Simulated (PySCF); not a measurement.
Compound: C3H9AlO2S.
Atom-mapped SMILES: `[CH3:1][S@+:2]([AlH3-:3])[CH2:4][C:5](=[O:6])[OH:7]` (hydrogens: H8, H9, H10 on C1; H11, H12, H13 on Al3; H14, H15 on C4; H16 on O7)

Torsions of this conformer, `[CH3:1][S@+:2]([AlH3-:3])[CH2:4][C:5](=[O:6])[OH:7]`: C1–S2–C4–C5 -176°, S2–C4–C5–O6 150°, H–O7–C5–C4 -178°.

The closed-shell ground state was solved at several levels (PySCF, density fitting, gas phase, non-relativistic). Isolated species at its PBE0-D3(BJ)/def2-SVP geometry (one conformer only).

```tsv
level	basis functions	HOMO (eV)	LUMO (eV)	gap (eV)	dipole (D)
HF/pcSseg-1	178	-10.78	2.93	13.71	3.34
CAM-B3LYP/def2-SVPD	229	-9.05	0.33	9.38	3.11
```

**Question.** Estimate the row for PBE0/pcSseg-1, a basis of 178 functions; the other rows only guide the guess.

**Answer.** HOMO -7.66 eV, LUMO -0.64 eV, gap 7.02 eV, dipole 3.21 D.

**Question.** Over all these levels, which gives the widest orbital gap and which the narrowest?

**Answer.** HF/pcSseg-1 (Hartree–Fock, all exact exchange) has the widest, 13.71 eV, and PBE0/pcSseg-1 (global hybrid, 25 % exact exchange) the narrowest, 7.02 eV. The two share the basis. From the narrowest to the widest the HOMO moves by -3.12 eV and the LUMO by +3.57 eV. The HOMO need not be the same orbital at Hartree–Fock and at DFT levels.

**Question.** How far do the dipole and the HOMO energy spread over the levels?

**Answer.** The dipole runs from 3.11 to 3.34 D (mean 3.22 D) and the HOMO from -10.78 to -7.66 eV.
